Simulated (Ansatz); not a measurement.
H4B2Si, SMILES `[H]/B=[SiH]\B` (charge 0, multiplicity 1).

Method: CAM-B3LYP/cc-pVTZ // B3LYP-D3(BJ)/def2-TZVP (Ansatz, a quantum-chemistry and plane-wave program).

Ansatz 0.2 input:
```yaml
crystal:
  periodic: [false, false, false]
  atoms:
    - { symbol: B, position_ang: [1.717649, -0.035398, 0.330494] }
    - { symbol: Si, position_ang: [0.128561, 0.826077, -0.004405] }
    - { symbol: B, position_ang: [-1.25583, -0.50407, -0.223049] }
    - { symbol: H, position_ang: [2.655811, -0.715682, 0.534101] }
    - { symbol: H, position_ang: [0.082135, 2.299165, -0.064575] }
    - { symbol: H, position_ang: [-2.389836, -0.222978, -0.450156] }
    - { symbol: H, position_ang: [-0.938488, -1.647114, -0.122409] }
basis:
  gaussian: { orbitals: cc-pVTZ }
hamiltonian:
  xc: cam_b3lyp
```

Output:

```
Functional definition: CAM-B3LYP
948 factors; their error is unknown
249 factors; integrals over basis functions are off by at most 2.0e-5 eV
mean field evaluation 1: about -9289.0787 eV, gradient 2.3e1 eV
mean field evaluation 2: about -9288.8303 eV, gradient 2.5e1 eV
mean field evaluation 4: about -9291.1544 eV, gradient 2.1e0 eV
mean field evaluation 8: about -9291.1778 eV, gradient 4.4e-2 eV
mean field evaluation 16: about -9291.1843 eV, gradient 1.7e-5 eV
mean field -9291.18430405 eV, -341.4447253830 hartree, gradient 1.7e-5 eV, S^2 0.000000; 0 other end points of the search recorded, 0 dependent functions left out
reference -9291.18442867 eV, -341.4447299624 hartree; 14, 14 occupied and 136, 136 virtual orbitals, 948 factors
Total energy: -9291.18442867 eV, -341.4447299624 hartree
```
